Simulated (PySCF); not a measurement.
**First hyperpolarisability: SMILES C#CC1=C[C@H]2C=C[C@@H]1C2, C$_{9}$H$_{8}$**

Geometry (Å), atoms numbered from 1 in this order:
```xyz
17

C     3.277    0.498    1.325
C     2.180    0.349    0.824
C     0.883    0.215    0.279
C     0.461   -0.537   -0.756
C    -1.054   -0.357   -0.856
C    -1.664   -0.965    0.414
C    -1.257   -0.214    1.442
C    -0.377    0.896    0.863
C    -1.135    1.138   -0.461
H     4.253    0.619    1.757
H     1.065   -1.201   -1.375
H    -1.509   -0.664   -1.805
H    -2.258   -1.880    0.443
H    -1.443   -0.371    2.505
H    -0.177    1.755    1.514
H    -0.596    1.800   -1.155
H    -2.167    1.489   -0.310
```

The calculation used quadratic response CAM-B3LYP/aug-cc-pVDZ first hyperpolarisability, Taylor convention, gas phase (PySCF). Geometry: PBE0-D3(BJ)/def2-SVP.

What is the first hyperpolarisability, and how does it disperse?

In 10⁻³⁰ esu, Taylor convention; the vector part is βᵢ = ⅓ Σⱼ (βᵢⱼⱼ + βⱼᵢⱼ + βⱼⱼᵢ); β∥ is 3/5 of the vector part along the dipole, the dipole points from − to +:
```csv
process,λ (nm),β vector norm,β∥,β HRS,depolarisation ratio
"static β(0;0,0)",∞,1.65,0.97,0.71,4.52
"second harmonic β(−2ω;ω,ω)",1907,1.75,1.03,0.75,4.55
"Pockels β(−ω;ω,0)",1907,1.69,0.99,–,–
"second harmonic β(−2ω;ω,ω)",1064,2.00,1.18,0.85,4.61
"Pockels β(−ω;ω,0)",1064,1.76,1.03,–,–
```

Which lowest excitations, dipole and polarisabilities go with it?

S1 4.60 eV (f = 0.067); S2 5.11 eV (f = 0.043); S3 5.70 eV (f = 0.003); dipole 0.85 D; isotropic α 100.3 au static, 100.7 au at 1907 nm, 101.5 au at 1064 nm, 101.8 au at 953.5 nm, 105.7 au at 532 nm.
